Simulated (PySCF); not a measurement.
Several structures and their simulated spectra, in scrambled order.

A. SMILES [C@@H]1(F)C[C@@H](F)[C@H]2[C@@H]1C2
B. SMILES C=C[C@H]1COC=C1F
C. `C(=C)c1pcpc([SiH3])p1`
D. SMILES [SiH3]O[Si]1(C(=C)F)[SiH2]O[SiH2]1

Spectrum 1. ¹³C{¹H} NMR (computed): δ 180.4 (C), 113.2 (CH2).

Spectrum 2. ¹³C{¹H} NMR (computed): δ 99.5 (CH), 98.5 (CH), 41.1 (CH2), 27.5 (CH), 25.5 (CH), 7.1 (CH2).

Spectrum 3. ¹³C{¹H} NMR (computed): δ 203.6 (C), 197.9 (C), 186.6 (CH), 151.5 (CH), 119.7 (CH2).

Spectrum 4. ¹³C{¹H} NMR (computed): δ 158.4 (C), 148.7 (CH), 135.4 (CH), 123.4 (CH2), 76.5 (CH2), 52.5 (CH).

All values are calculated (PySCF 2.14.0 with density-fitted response routines): GFN2-xTB geometry, NMR shieldings at PBE0/pcSseg-1/GIAO. Equivalent nuclei averaged, no relativistic terms, in vacuum, one computed conformer.

Chemical shifts δ = σref − σ; ¹³C (σref 186.93) against TMS, all at this level. Splittings of carbon signals by F and P are missing where no couplings were computed. Shifts are as computed. Against solution values, carbons near 30 ppm lie about +3 ppm off and those near 130 ppm about +5 ppm. Of 1211 compounds with measured shifts, 218 miss one by over three times the rms of a fit or turn the order of signals round; such compounds aren't used in these exercises.

Which spectrum belongs to which compound?

## Answers

1–D, 2–A, 3–C, 4–B.

- Spectrum 1 (D): 2 ¹³C signals; δC 113.2 is a terminal =CH2 carbon; δC 180.4 is a fully substituted alkene carbon.
- Spectrum 2 (A): 6 ¹³C signals; δC 99.5 is an sp3 CH bonded to F; δC 98.5 is an sp3 CH bonded to F.
- Spectrum 3 (C): 5 ¹³C signals; δC 151.5 is an alkene CH; δC 119.7 is a terminal =CH2 carbon.
- Spectrum 4 (B): 6 ¹³C signals; δC 148.7 is an alkene CH; δC 135.4 is an alkene carbon bearing oxygen.
